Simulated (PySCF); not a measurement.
**Polarisability and C₆ of P (phosphorus, neutral)**

[Ne] 3s2 3p3, high-spin 4S determinant. All numbers are calculated (PySCF 2.14, the spin-free X2C one-electron Hamiltonian (Gaussian nucleus), in x2c-TZVPPall with one added diffuse shell each of s, p, d type (6s6p4d1f, 51 functions)). Coupled (time-dependent) response in atomic units; α is the mean over directions.

| method | mean α (bohr³) | C₆ (like pair) | S(−4) |
| --- | --- | --- | --- |
| UHF | 25.45 | 188.5 | 194.6 |
| PBE | 27.39 | 204.9 | 249.0 |
| PBE0 | 26.35 | 195.5 | 220.4 |
| BP86 | 27.77 | 208.4 | 258.1 |
| TPSS | 26.70 | 200.8 | 225.7 |

S(−4) is the Cauchy moment in α(ω) = α(0) + S(−4) ω² + …

Reference α: 25 ± 1 bohr³ (recommended; Schwerdtfeger and Nagle, table of static dipole polarizabilities (2023 update)). Published C₆: 185.0 (Chu and Dalgarno (2004); Tang, Norbeck and Certain (1976)).

α(iu) at BP86:

```tsv
u (hartree)	α(iu) (bohr³)
0	27.77
0.0500	27.15
0.100	25.47
0.200	20.70
0.300	16.08
0.500	9.746
0.750	5.700
1.00	3.676
1.50	1.884
2.00	1.155
3.00	0.5844
5.00	0.2576
```
